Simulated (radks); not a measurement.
Results of a calculation; reference values are marked as such.
Valence configurations of neutral tantalum (all share [Xe]). Level of theory: scalar-relativistic Kohn-Sham, PBEsol, spin-polarised, spherical densities, finite nucleus; open shells are filled with parallel spins first (spin-orbit coupling, left out, can overturn this in heavy ions); Fermi nuclear charge, rms radius 5.3507 fm (a radial shooting solver on a logarithmic mesh with Libxc functionals). Energies are relative to 4f14 5d3 6s2; eigenvalues in eV for spin up.

valence               E (eV)  moment (Bohr magnetons)    e(4f)    e(5d)   e(6p)    e(6s)
4f14 5d3 6s2           0.000                        3  -24.596   -4.244       -   -5.915
4f13 5d4 6s2          23.365                        5  -33.386   -5.485       -   -6.169
4f13 5d3 6s2 6p1      28.079                        5  -37.478   -8.258  -2.727   -7.872
4f14 5d3 6s1 6p1       2.612                        5  -25.901   -5.560  -2.457   -7.089
4f14 5d4 6s1           0.147                        5  -22.554   -3.306       -   -5.590
4f14 5d2 6s2 6p1       3.354                        3  -28.393   -6.724  -2.664   -7.501
4f14 5d3 6s1.5 6p0.5   1.434                        4  -25.306   -4.951  -2.081   -6.558
4f11 5d4 6s2 6p2      107.52                        9  -61.778  -14.402  -3.876  -10.109
4f14 6s2 6p3          14.523                        3  -36.567        -  -4.527  -10.373
4f12 5d5 6s2          53.429                        7  -42.710   -6.726       -   -6.366

NIST lists [Xe] 4f14 5d3 6s2 as the ground configuration; this level of theory agrees among the configurations tried. The energies are those of spherical high-spin densities, not of single terms.
